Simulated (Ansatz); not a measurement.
Correlation energies of CH5NO2Si, SMILES `N[SiH]1OCO1` by basis set

```xyz
10

N    -0.264    0.722   -1.716
Si    0.250    0.578   -0.123
O     0.993   -0.844    0.342
C    -0.039   -1.018    1.309
O    -0.866    0.107    1.026
H    -0.803    0.029   -2.207
H    -0.051    1.529   -2.275
H     0.995    1.820    0.170
H     0.362   -0.966    2.327
H    -0.578   -1.957    1.148
```

Charge 0, multiplicity 1. The structure was optimised at the PBE0-D4/def2-TZVP level. It is one conformer, not always the lowest. Frozen core, restricted reference, Ansatz. CBS rows extrapolate triple and quadruple zeta; past MP2 they add the triple-zeta difference.

```csv
basis,HF (Eh),MP2 corr.,CCSD corr.,(T),CCSD(T) total
def2-TZVPP,-534.10592,?,-0.98414,?,?
def2-QZVPP,-534.12740,?,–,–,–
CBS(def2),?,-1.08779,-1.11217,as TZ,?
```

(1) Fill in the withheld values. (Best estimate.)

Results:

(1) Computed: def2-TZVPP MP2 corr.: -0.95976; def2-TZVPP (T): -0.03816; def2-TZVPP CCSD(T) total: -535.12822; def2-QZVPP MP2 corr.: -1.03331; CBS(def2) HF (Eh): -534.13036; CBS(def2) CCSD(T) total: -535.28069.
